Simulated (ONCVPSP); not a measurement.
What the settings do to the ONCV potential of oxygen (O)

Base potential:

| Item | Value |
| --- | --- |
| Element | oxygen (O) |
| Generator | ONCVPSP 4.0.1 |
| Type | optimised norm-conserving Vanderbilt (ONCV) |
| Functional | PBEsol |
| Relativity | scalar-relativistic |
| Frozen core | [He] |
| Valence charge | 6 |
| Reference configuration | 2s2 2p4 |
| Partial waves | 2s: rc 0.90 bohr, ncon 4, nbas 9, qcut 6.6 1/bohr, 1 projector; 2p: rc 1.35 bohr, ncon 5, nbas 10, qcut 10.4 1/bohr, 2 projectors, debl 0.8 Ha |
| Local potential | polynomial inside 0.60 bohr (lpopt 5, dvloc0 0 Ha) |
| Core correction | Teter function, fcfact 3.5, rcfact 1.2 |

Cutoffs, loose and tight: the cutoffs (Ha) at which the residual kinetic energy of the hardest occupied pseudo-wave falls to 1 and 0.1 mHa per electron. They do not see the model core or the augmentation charge, which bear on the density cutoff. Test errors are all-electron minus pseudo excitation energies from the reference, over the configurations 2s2 2p3; 2s2 2p2; 2s2 2p1; 2s2 2p3.5. A dash means not determined; rows that change the core or the reference have their own tests.

```csv
change,outcome,"cutoff, loose","cutoff, tight",bound ghosts,GHOST(+) flags above zero,largest test error (meV)
base,generated,144 Ha,285 Ha,none,none,+490
"core correction Teter function, fcfact 6.2, rcfact 1.2",generated,144 Ha,285 Ha,none,none,+495
p: rc 0.96,generated,144 Ha,285 Ha,none,none,+263
s: nproj 0; local potential the s channel,generated,144 Ha,285 Ha,none,none,+484
```

(1) What comes out with this change to the base: core correction Teter function, fcfact 3.5, rcfact 1.78?

## Answers

(1) outcome: generated; cutoff, loose: 144 Ha; cutoff, tight: 285 Ha; bound ghosts: none; GHOST(+) flags above zero: none; largest test error (meV): +400.
